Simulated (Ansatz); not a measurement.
Te₅W₃, relaxed as a singlet with RKS PBE-D4/def2-SVP in Ansatz, starting from the GFN1-xTB geometry. Force threshold 0.03 eV/Å.

In the def2 sets Te, W take a core potential; there is no spin–orbit coupling. The restricted singlet is unstable towards broken spin symmetry in Hartree–Fock (as tested in another run); at PBE-D4/def2-SVP this wasn't settled. The structure comes from a short search, and lower isomers may exist.

Start:

| atom | x (Å) | y (Å) | z (Å) |
| --- | --- | --- | --- |
| W1 | 0.405 | 0.226 | 1.131 |
| W2 | -1.248 | 0.775 | -1.044 |
| W3 | 0.695 | -0.891 | -1.406 |
| Te4 | -1.483 | -1.088 | -2.955 |
| Te5 | 1.645 | 1.258 | 3.083 |
| Te6 | 1.312 | 1.736 | -0.948 |
| Te7 | 0.916 | -2.359 | 0.776 |
| Te8 | -2.241 | 0.342 | 1.363 |

(1) Estimate the energy that the relaxation releases and the steps that it takes.

(2) Does the start keep its bonding and symmetry?

(3) Predict the relaxed structure.

Answers

(1) 14.2 kcal/mol, in 10 steps; 82 s on 4 threads of Arm Neoverse V1 on a shared host. No frequencies were taken in this run, so the end may be a saddle point.

(2) By distances, no bond broke or formed. The bond that changes most is W2–Te8, from 2.64 to 2.69 Å (atoms count from 1). Point group Cs at the start, Cs at the end, both within 0.05 Å.

(3) 
Cartesian coordinates in Å:
```
W 0.376 0.174 1.223
W -1.305 0.482 -0.940
W 0.443 -1.013 -1.265
Te -1.172 -0.627 -3.420
Te 1.778 1.452 2.883
Te 1.158 1.577 -1.029
Te 0.976 -2.405 0.973
Te -2.254 0.360 1.574
```
Bond lengths (bridged metal pairs left out): 10 × Te–W 2.52 to 2.77 Å.
